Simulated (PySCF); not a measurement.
**How the method changes the constants of PmBr**

State: septet, about 5.0 electrons in the 4f shell (Mulliken), real f orbitals that mix terms. Set-up: Pm x2c-SVPall, Br x2c-SVPall; spin-free X2C with a Gaussian nucleus (PySCF 2.14). De refers to Pm (4f5 6s2) + Br in their high-spin ground configurations, without counterpoise correction. The functionals are run spin-unrestricted. A positive dipole means Pm(−)Br(+).

```json
{"Level": "UHF", "Re (Å)": "2.831", "ωe (cm⁻¹)": "191", "De (eV)": "n/a", "μ (D)": "-5.48", "CPU s a point (SCF and correlation, without the integrals)": "3.4"}
{"Level": "UHF-MP2", "Re (Å)": "2.710", "ωe (cm⁻¹)": "213", "De (eV)": "n/a", "μ (D)": "n/a", "CPU s a point (SCF and correlation, without the integrals)": "7.4"}
{"Level": "UHF-SCS-MP2", "Re (Å)": "2.736", "ωe (cm⁻¹)": "208", "De (eV)": "n/a", "μ (D)": "n/a", "CPU s a point (SCF and correlation, without the integrals)": "n/a"}
{"Level": "PBE", "Re (Å)": "2.714", "ωe (cm⁻¹)": "205", "De (eV)": "4.26", "μ (D)": "-4.53", "CPU s a point (SCF and correlation, without the integrals)": "8.3"}
{"Level": "r²SCAN", "Re (Å)": "2.724", "ωe (cm⁻¹)": "206", "De (eV)": "4.61", "μ (D)": "-4.98", "CPU s a point (SCF and correlation, without the integrals)": "9.7"}
{"Level": "TPSSh", "Re (Å)": "2.727", "ωe (cm⁻¹)": "205", "De (eV)": "4.34", "μ (D)": "-4.83", "CPU s a point (SCF and correlation, without the integrals)": "12"}
{"Level": "PBE0", "Re (Å)": "2.725", "ωe (cm⁻¹)": "205", "De (eV)": "4.21", "μ (D)": "-4.93", "CPU s a point (SCF and correlation, without the integrals)": "12"}
{"Level": "MN15", "Re (Å)": "2.708", "ωe (cm⁻¹)": "207", "De (eV)": "3.63", "μ (D)": "-5.20", "CPU s a point (SCF and correlation, without the integrals)": "13"}
{"Level": "ωB97X", "Re (Å)": "2.750", "ωe (cm⁻¹)": "202", "De (eV)": "3.73", "μ (D)": "-5.17", "CPU s a point (SCF and correlation, without the integrals)": "17"}
```

(1) What does a quarter of exact exchange do here, going from PBE to PBE0?

(2) What does the step from GGA to meta-GGA do here, going from PBE to r²SCAN?

Correlated steps freeze 27 core orbitals. Spin–orbit coupling is left out, which matters for elements this heavy, above all for dissociation energies. The state is the lowest single determinant that the PBE0 search found; with open d or f shells the true ground state can be another one.

The whole job (state search and all levels along the bond) took about 15 min on 4 threads of Arm Neoverse V2 (shared host), peak memory 5.9 GiB.

## Answers

(1) PBE0 less PBE: +1.1 pm in Re, +0.0 % in ωe, -0.05 eV in De. Exact exchange removes part of the self-interaction that spreads semilocal densities, and in most molecules shortens and stiffens the bond and lowers De; here Re goes the other way.

(2) r²SCAN less PBE: +1.0 pm in Re, +0.5 % in ωe, +0.35 eV in De.
